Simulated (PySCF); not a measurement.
## Circular dichroism: `InChI=1S/C4H6F2O/c5-2-3-1-4(6)7-3/h3-4H,1-2H2/t3-,4-/m1/s1`

Molfile (atoms numbered from 1):
```
C4H6F2O
     RDKit          3D

 13 13  0  0  0  0  0  0  0  0999 V2000
   -2.5186   -0.6399    0.3311 F   0  0  0  0  0  0  0  0  0  0  0  0
   -1.6477    0.4096    0.4618 C   0  0  0  0  0  0  0  0  0  0  0  0
   -0.2841   -0.1069    0.8997 C   0  0  1  0  0  0  0  0  0  0  0  0
    0.5836   -0.7843   -0.1736 C   0  0  0  0  0  0  0  0  0  0  0  0
    1.5433    0.3731    0.0977 C   0  0  2  0  0  0  0  0  0  0  0  0
    2.7068   -0.0242    0.6960 F   0  0  0  0  0  0  0  0  0  0  0  0
    0.6690    0.9622    1.0189 O   0  0  0  0  0  0  0  0  0  0  0  0
   -2.0557    1.0880    1.2168 H   0  0  0  0  0  0  0  0  0  0  0  0
   -1.5914    0.9144   -0.5079 H   0  0  0  0  0  0  0  0  0  0  0  0
   -0.3819   -0.6670    1.8358 H   0  0  0  0  0  0  0  0  0  0  0  0
    0.9830   -1.7584    0.0920 H   0  0  0  0  0  0  0  0  0  0  0  0
    0.1544   -0.8062   -1.1708 H   0  0  0  0  0  0  0  0  0  0  0  0
    1.8351    1.0402   -0.7227 H   0  0  0  0  0  0  0  0  0  0  0  0
  1  2  1  0
  2  3  1  0
  3  4  1  0
  4  5  1  0
  5  6  1  0
  5  7  1  0
  7  3  1  0
  2  8  1  0
  2  9  1  0
  3 10  1  1
  4 11  1  0
  4 12  1  0
  5 13  1  6
M  END
```

Level of theory: TDDFT CAM-B3LYP/def2-SVPD circular dichroism and optical rotation, one conformer, gas phase (PySCF 2.14.0). Geometry: GFN2-xTB.

The molecule is flexible and this is one conformer; a measurement averages over conformers. States above about 10.1 eV (minus the energy of the highest occupied orbital) lie near or above the ionisation threshold and depend on the basis.

Assign R or S to each stereocentre.

C3 R, C5 S.

List the lowest 16 singlet excitations with oscillator and rotatory strengths.

Rotatory strengths R in 10⁻⁴⁰ esu² cm², velocity form and length form (origin at the centre of mass); f in length form.
| state | E (eV) | λ (nm) | f | R (velocity) | R (length) | main |
| --- | --- | --- | --- | --- | --- | --- |
| 1 | 8.07 | 154 | 0.006 | +30.8 | +28.6 | HOMO→LUMO+1 0.62, HOMO→LUMO+2 0.20 |
| 2 | 8.48 | 146 | 0.009 | +5.7 | +5.6 | HOMO→LUMO 0.86 |
| 3 | 8.68 | 143 | 0.003 | -9.7 | -11.4 | HOMO→LUMO+2 0.66, HOMO→LUMO+1 0.21 |
| 4 | 9.00 | 138 | 0.011 | +11.7 | +12.1 | HOMO−1→LUMO+1 0.38, HOMO−2→LUMO+1 0.16 |
| 5 | 9.12 | 136 | 0.040 | +11.5 | +12.4 | HOMO→LUMO+3 0.33, HOMO−1→LUMO 0.29 |
| 6 | 9.14 | 136 | 0.017 | -20.9 | -21.2 | HOMO−2→LUMO+1 0.33, HOMO→LUMO+3 0.30 |
| 7 | 9.30 | 133 | 0.027 | +42.7 | +42.2 | HOMO−2→LUMO 0.32, HOMO−1→LUMO 0.22 |
| 8 | 9.43 | 131 | 0.005 | +10.2 | +10.3 | HOMO−1→LUMO+2 0.31, HOMO→LUMO+4 0.19 |
| 9 | 9.47 | 131 | 0.024 | -1.1 | -1.3 | HOMO→LUMO+4 0.25, HOMO−2→LUMO 0.23 |
| 10 | 9.66 | 128 | 0.018 | +28.9 | +28.7 | HOMO−1→LUMO+2 0.24, HOMO−2→LUMO 0.21 |
| 11 | 9.69 | 128 | 0.013 | -45.0 | -45.9 | HOMO−2→LUMO+2 0.39, HOMO→LUMO+4 0.16 |
| 12 | 9.74 | 127 | 0.004 | +2.5 | +2.7 | HOMO−3→LUMO+1 0.20, HOMO−2→LUMO+2 0.14 |
| 13 | 9.93 | 125 | 0.027 | +5.3 | +4.2 | HOMO−1→LUMO+3 0.62 |
| 14 | 10.06 | 123 | 0.032 | -9.2 | -9.3 | HOMO−2→LUMO+3 0.50, HOMO−3→LUMO+1 0.11 |
| 15 | 10.14 | 122 | 0.042 | -42.5 | -40.3 | HOMO→LUMO+5 0.30, HOMO→LUMO+6 0.20 |
| 16 | 10.15 | 122 | 0.008 | -5.1 | -5.5 | HOMO→LUMO+6 0.48, HOMO→LUMO+5 0.22 |

Among the states computed, the strongest CD band (largest |R|) is state 11. The largest dissymmetry factor in size, g = 4R/(D+G), with D and G the electric and magnetic dipole strengths, is +0.053 for state 1 (velocity form, f = 0.007), among bands with |R| over 0.5. The mirror image has the same energies and oscillator strengths and all R with the opposite sign.
